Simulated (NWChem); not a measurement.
Species: TiN, doublet; SMILES [N]#[Ti]

Program: NWChem. Spin-unrestricted. No stability test was run on the SCF state. Each level has its own optimisation; frequencies are unscaled.

For level BLYP/def2-SVP:

* **dipole (D)**: 3.16

Q: Estimate the same quantities for level PBE0/def2-SVP.

A: 
- dipole (D): 6.79
